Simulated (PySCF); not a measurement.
# C22H14: Chemical shifts up a ladder of levels

System: C22H14 (polycyclic quinone and quinodimethane), SMILES C=c1ccc2cccc3c4c(=C)ccc5cccc(c1c23)c54.

Atom-mapped SMILES (hydrogens are numbered by the atom that bears them): [CH2:1]=[c:2]1[cH:3][cH:4][c:5]2[cH:6][cH:7][cH:8][c:9]3[c:10]4[c:11](=[CH2:12])[cH:13][cH:14][c:15]5[cH:16][cH:17][cH:18][c:19]([c:20]1[c:21]23)[c:22]45

GIAO shifts in ppm, gas phase, PySCF SCF with an in-house response code; 1H, 13C and 29Si against isolated TMS and 19F against isolated CFCl3 at the same level and kind of geometry; averaged over atoms that symmetry or fast rotation interchanges.

```json
{"atom": "C1/12", "KT3/pcSseg-1 on GFN2-xTB": "116.6", "mPW1PW91/pcSseg-2 on PBE0-D3(BJ)": "131.8"}
{"atom": "C2/11", "KT3/pcSseg-1 on GFN2-xTB": "136.4", "mPW1PW91/pcSseg-2 on PBE0-D3(BJ)": "153.9"}
{"atom": "C3/13", "KT3/pcSseg-1 on GFN2-xTB": "126.4", "mPW1PW91/pcSseg-2 on PBE0-D3(BJ)": "142.2"}
{"atom": "C4/14", "KT3/pcSseg-1 on GFN2-xTB": "123.4", "mPW1PW91/pcSseg-2 on PBE0-D3(BJ)": "138.5"}
{"atom": "C5/15", "KT3/pcSseg-1 on GFN2-xTB": "125.4", "mPW1PW91/pcSseg-2 on PBE0-D3(BJ)": "142.6"}
{"atom": "C6/16", "KT3/pcSseg-1 on GFN2-xTB": "119.0", "mPW1PW91/pcSseg-2 on PBE0-D3(BJ)": "133.9"}
{"atom": "C7/17", "KT3/pcSseg-1 on GFN2-xTB": "121.4", "mPW1PW91/pcSseg-2 on PBE0-D3(BJ)": "136.3"}
{"atom": "C8/18", "KT3/pcSseg-1 on GFN2-xTB": "120.4", "mPW1PW91/pcSseg-2 on PBE0-D3(BJ)": "136.6"}
{"atom": "C9/19", "KT3/pcSseg-1 on GFN2-xTB": "122.0", "mPW1PW91/pcSseg-2 on PBE0-D3(BJ)": "139.3"}
{"atom": "C10/20", "KT3/pcSseg-1 on GFN2-xTB": "121.5", "mPW1PW91/pcSseg-2 on PBE0-D3(BJ)": "138.4"}
{"atom": "C21/22", "KT3/pcSseg-1 on GFN2-xTB": "119.0", "mPW1PW91/pcSseg-2 on PBE0-D3(BJ)": "137.0"}
{"atom": "H on 1/12", "KT3/pcSseg-1 on GFN2-xTB": "5.84", "mPW1PW91/pcSseg-2 on PBE0-D3(BJ)": "6.24"}
{"atom": "H on 3/13", "KT3/pcSseg-1 on GFN2-xTB": "6.91", "mPW1PW91/pcSseg-2 on PBE0-D3(BJ)": "7.18"}
{"atom": "H on 4/14", "KT3/pcSseg-1 on GFN2-xTB": "6.89", "mPW1PW91/pcSseg-2 on PBE0-D3(BJ)": "7.15"}
{"atom": "H on 6/16", "KT3/pcSseg-1 on GFN2-xTB": "7.24", "mPW1PW91/pcSseg-2 on PBE0-D3(BJ)": "7.49"}
{"atom": "H on 7/17", "KT3/pcSseg-1 on GFN2-xTB": "7.44", "mPW1PW91/pcSseg-2 on PBE0-D3(BJ)": "7.67"}
{"atom": "H on 8/18", "KT3/pcSseg-1 on GFN2-xTB": "8.48", "mPW1PW91/pcSseg-2 on PBE0-D3(BJ)": "9.09"}
```

What are the shifts at PBE0/pcSseg-2 on PBE0-D3(BJ)?


```json
{"atom": "C1/12", "shift / ppm": "131.9"}
{"atom": "C2/11", "shift / ppm": "153.7"}
{"atom": "C3/13", "shift / ppm": "142.2"}
{"atom": "C4/14", "shift / ppm": "138.5"}
{"atom": "C5/15", "shift / ppm": "142.4"}
{"atom": "C6/16", "shift / ppm": "133.8"}
{"atom": "C7/17", "shift / ppm": "136.3"}
{"atom": "C8/18", "shift / ppm": "136.5"}
{"atom": "C9/19", "shift / ppm": "139.0"}
{"atom": "C10/20", "shift / ppm": "138.1"}
{"atom": "C21/22", "shift / ppm": "136.7"}
{"atom": "H on 1/12", "shift / ppm": "6.27"}
{"atom": "H on 3/13", "shift / ppm": "7.20"}
{"atom": "H on 4/14", "shift / ppm": "7.17"}
{"atom": "H on 6/16", "shift / ppm": "7.51"}
{"atom": "H on 7/17", "shift / ppm": "7.69"}
{"atom": "H on 8/18", "shift / ppm": "9.12"}
```
